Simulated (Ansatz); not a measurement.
Consider the formal exchange of groups at the Si–O bond: `C[Si](C)(O)Cl` + SiH₄ → `C[Si](C)([SiH3])Cl` + H₂O.

Program: Ansatz. Geometries: PBE0-D4/def2-TZVP. ΔE: electronic, gas phase. CCSD(T)/CBS is the MP2 limit (def2-TZVPP, def2-QZVPP) plus CCSD(T) − MP2 in def2-TZVPP, frozen cores. This one scheme is used for every species. Functionals use def2-TZVPP. Each species was taken in one conformer, which may not be the lowest.

| level | ΔE (kJ/mol) |
| --- | --- |
| ωB97X-V | 115.0 |
| PBE0 | 103.3 |
| HF/CBS(def2) | 141.1 |
| MP2/CBS(def2) | 114.9 |

Task: What does CCSD(T)/CBS give? (Best estimate.)

Result: Ansatz gave: +110.9 kJ/mol. The listed levels differ from it by 4.1, -7.6, 30.2, 4.0 kJ/mol.

Largest T1 diagnostic among the species: 0.011.

From PBE to PBE0 (25 % exact exchange), in def2-TZVPP and without D4, ΔE moves by +5.7 kJ/mol. The D4 term adds −7.2 kJ/mol with B3LYP and −4.4 kJ/mol with PBE0; it sums over pairs of atoms, weighted by their polarisabilities, and B3LYP, whose exchange is more repulsive, gets the larger term.

B3LYP here is the variant with VWN-RPA as its local correlation; programs differ in this.
